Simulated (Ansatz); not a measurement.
A series at B: from trimethyl borate, ligands are replaced one by one, each step taking up H₂S and setting free CH₃OH; n counts the steps. Ansatz, PBE0-D4/def2-TZVP geometries. Each molecule was computed in one conformer, which needn't be the lowest.

```csv
n,molecule,"HOMO energy, ωB97M-V/def2-TZVPP (eV)"
0,`COB(OC)OC`,-10.55
1,`COB(S)OC`,-9.59
2,`COB(S)S`,-9.47
3,`SB(S)S`,?
```

Q: By hand: fit a straight line y = ȳ + b (n − n̄) to the 3 given rows and predict n = 3.

A: n̄ = 1.000, ȳ = -9.870; Σ(n − n̄)(y − ȳ) = 1.080, Σ(n − n̄)² = 2.000, so b = 0.540 eV a step. Prediction: -9.870 + (0.540) × (2.000) = -8.79 eV.

Q: By hand: compare with the computed value, -9.68 eV, and give the steps along the whole series.

A: The line misses by -0.89 eV (computed minus predicted). Steps: 0.96, 0.12, -0.21 eV.

The steps change sign along the series, so a line is a poor guide. The highest orbital can change its character along such a series. The miss is 82.4 % of the series' range.
